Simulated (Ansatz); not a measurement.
One change: `F[SiH]([SiH3])S` becomes `N[SiH]([SiH3])S`.

Ansatz, PBE0-D4/def2-TZVP geometries, multiplicity 1. Each molecule was computed in one conformer, which needn't be the lowest.

```
                                        property  `F[SiH]([SiH3])S`
              LUMO energy (PBE0/def2-TZVPP) / eV              -0.45
             HOMO–LUMO gap (PBE/def2-TZVPP) / eV               5.39
           LUMO energy (ωB97M-V/def2-TZVPP) / eV               1.34
  size of the dipole moment (PBE/def2-TZVPP) / D               1.28
size of the dipole moment (B3LYP/def2-TZVPP) / D               1.37
           HOMO–LUMO gap (B3LYP/def2-TZVPP) / eV               7.01
```

Q: Give the same properties after the change, and the shifts. (Estimate.)

A: Ansatz gave: 
```
                                        property  `N[SiH]([SiH3])S`  shift
              LUMO energy (PBE0/def2-TZVPP) / eV              -0.28   0.17
             HOMO–LUMO gap (PBE/def2-TZVPP) / eV               4.74  -0.65
           LUMO energy (ωB97M-V/def2-TZVPP) / eV               1.40   0.06
  size of the dipole moment (PBE/def2-TZVPP) / D               1.07  -0.21
size of the dipole moment (B3LYP/def2-TZVPP) / D               1.04  -0.33
           HOMO–LUMO gap (B3LYP/def2-TZVPP) / eV               6.33  -0.68
```

With PBE0 the HOMO rises by 0.84 eV and the LUMO rises by 0.17 eV, so the gap narrows by about 0.67 eV. PBE moves the HOMO by 0.82 eV and ωB97M-V by 0.86 eV. The zero-point energy changes by 60.1 kJ/mol with +6 modes. Dipoles are sizes alone; their direction can turn.

B3LYP here is the variant with VWN-RPA as its local correlation; programs differ in this.
